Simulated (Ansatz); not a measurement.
InCl (SMILES [Cl][In]): where methods fail along a bond

The species is InCl (2 atoms), meant as a singlet with charge 0. SMILES: `[Cl][In]`. Geometry: a GFN2-xTB relaxation, a rough one for these elements and not checked as a minimum.

```xyz
2

Cl    0.0000    0.0000    0.0000
In    0.0000    0.0000    2.3857
```

The Cl1–In2 distance is scanned; the parts on either side stay rigid. Basis STO-3G, 23 core orbitals frozen in the correlated methods; program Ansatz 0.2.0. FCI is exact within this basis and core. Energies in eV from each method's value at 2.386 Å; methods without a U are spin-restricted; a dash marks a point that is missing or didn't converge. The shape above is that at 2.386 Å.

| distance (Å) | SVWN5 | PBE | r2SCAN0 | wB97M-V | RPA@PBE | CCSD(T) |
| --- | --- | --- | --- | --- | --- | --- |
| 2.386 | 0.00 | 0.00 | 0.00 | 0.00 | 0.00 | 0.00 |
| 2.982 | 1.73 | 1.53 | 1.63 | 1.69 | 1.36 | 1.54 |
| 3.578 | 3.49 | 3.20 | 3.44 | 3.59 | 2.92 | 3.41 |
| 4.771 | 5.08 | 4.74 | 5.21 | 5.57 | 3.35 | 5.34 |
| 5.964 | 5.36 | 5.04 | 5.64 | 6.20 | – | 6.03 |

(1) Estimate the FCI curve, and say how far off each method is.

Answers

(1) 
```csv
distance (Å),FCI
2.386,0.00
2.982,1.54
3.578,3.41
4.771,5.35
5.964,5.79
```

Departure from the FCI curve at its largest: SVWN5 -0.43 eV at 5.96 Å; PBE -0.75 eV at 5.96 Å; r2SCAN0 -0.15 eV at 5.96 Å; wB97M-V +0.41 eV at 5.96 Å; RPA@PBE -2.00 eV at 4.77 Å; CCSD(T) +0.24 eV at 5.96 Å. For the functionals part of the departure is owed to the small basis.
